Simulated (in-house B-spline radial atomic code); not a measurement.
## Ag⁵⁺: [Kr] 4d6

All numbers are computed (non-relativistic HSE06, spin-polarised, spherical fractional occupations; point nucleus) with a radial B-spline atomic code at the basis-set limit, not measured.

Effective charges: Z_r = [3n² - l(l+1)]/(2<r>) from the radius, Z_e = n√(-2ε) from the energy, and Slater's rules. Values are occupation-weighted means over spin.

```tsv
shell	electrons	ε (eV)	<r> (bohr)	Z_r	Z_e	Slater
1s	2	-24692	0.03239	46.31	42.60	46.70
2s	2	-3649.6	0.1404	42.73	32.76	42.85
2p	6	-3399	0.12	41.65	31.61	42.85
3s	2	-738.98	0.3803	35.50	22.11	35.75
3p	6	-637.62	0.3724	33.57	20.54	35.75
3d	10	-450.97	0.3449	30.44	17.27	25.85
4s	2	-167.6	0.9224	26.02	14.04	19.25
4p	6	-134.16	0.9774	23.53	12.56	19.25
4d	6	-80.649	1.147	18.30	9.74	9.25
```

The least bound orbital is 4d down at -74.46 eV, and it is also the most diffuse (<r> = 1.167 bohr).

Caution: exact exchange at fractional occupations of open shells leaves self-interaction of up to several eV.
